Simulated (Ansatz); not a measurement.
Start from `C[CH2][SnH]([F])[F]` and change one atom or group to get `C[S][SnH]([F])[F]`.

Ansatz, PBE0-D4/def2-TZVP geometries, multiplicity 1. Each molecule was computed in one conformer, which needn't be the lowest.

Elements past krypton have def2 core potentials.

```csv
property,`C[CH2][SnH]([F])[F]`
HOMO–LUMO gap (PBE0/def2-TZVPP) / eV,8.05
size of the dipole moment (B3LYP/def2-TZVPP) / D,4.10
HOMO energy (PBE0/def2-TZVPP) / eV,-8.65
LUMO energy (B3LYP/def2-TZVPP) / eV,-0.96
LUMO energy (PBE/def2-TZVPP) / eV,-1.58
HOMO–LUMO gap (PBE/def2-TZVPP) / eV,5.76
```

Problem. What does the change do to each property? (An estimate is asked.)

Solution. Ansatz gave: 
```
                                        property  `C[S][SnH]([F])[F]`  shift
            HOMO–LUMO gap (PBE0/def2-TZVPP) / eV                 6.13  -1.92
size of the dipole moment (B3LYP/def2-TZVPP) / D                 2.25  -1.85
              HOMO energy (PBE0/def2-TZVPP) / eV                -7.67   0.98
             LUMO energy (B3LYP/def2-TZVPP) / eV                -1.87  -0.91
               LUMO energy (PBE/def2-TZVPP) / eV                -2.49  -0.91
             HOMO–LUMO gap (PBE/def2-TZVPP) / eV                 3.93  -1.83
```

With PBE0 the HOMO rises by 0.98 eV and the LUMO falls by 0.94 eV, so the gap narrows by about 1.92 eV. PBE moves the HOMO by 0.94 eV and ωB97M-V by 0.93 eV. The zero-point energy changes by -68.3 kJ/mol with -6 modes. Dipoles are sizes alone; their direction can turn.

B3LYP here is the variant with VWN-RPA as its local correlation; programs differ in this.
